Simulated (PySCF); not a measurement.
From computed data to an observable: oscillator strength and radiative lifetime

C₃H₁₁NSi₂, SMILES C=C([SiH3])C[SiH2]N.

Geometry: PBE0-D3(BJ)/def2-SVP. The structure was generated by enumeration, and PubChem lists no compound with its InChIKey, so it may never have been made. The values are those of a single conformer.

TDA-PBE0/def2-SVPD in PySCF puts the first singlet state with f over 0.02 at 6.02 eV (vertical), with the transition dipole (0.326, 0.511, 0.064) in atomic units.

Problem. Find the oscillator strength, the wavelength and the radiative lifetime that this transition would have in vacuum if emission retraced absorption.

Solution. 
|μ|² = 0.3715 au, so |μ| = 1.55 D. ΔE = 6.02/27.211 = 0.2212 hartree. f = (2/3) ΔE |μ|² = 0.055 (the program prints 0.055).
λ = 1239.84/6.02 = 206 nm; ν = 48555 cm⁻¹.
Einstein's coefficient A = 0.6670 ν² f s⁻¹ (ν in cm⁻¹) = 8.6e7 s⁻¹, so τ = 1/A = 12 ns. This state is S1. The figure is the radiative limit of this one transition; relaxation, internal conversion, crossing to triplets and a medium change what is measured.
